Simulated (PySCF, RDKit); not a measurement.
Isomers of CH3NO. Isolated molecules, 0 K electronic values unless said otherwise. One relaxed conformer stands for each flexible species; it need not be the lowest. Strings in code marks are SMILES.

Quantity: electronic energy of isomers of CH3NO relative to `NC=O`, in kcal/mol. Force-field values (RDKit) are differences of steric energies, which aren't made for comparing isomers with other bonds.

Level 1: CAM-B3LYP-D3(BJ)/def2-TZVP (PySCF)
Level 2: B3LYP/3-21G // CAM-B3LYP-D3(BJ)/def2-TZVP (PySCF)
Level 3: SVWN5/6-31G* // CAM-B3LYP-D3(BJ)/def2-TZVP (PySCF)
Level 4: UFF, relaxed from the DFT geometry (RDKit)

```tsv
species	level 1	level 2	level 3	level 4
`[H]/N=C/O` (N–C–O–H torsion 0°)	12.8	19.6	14.3	0.36
```
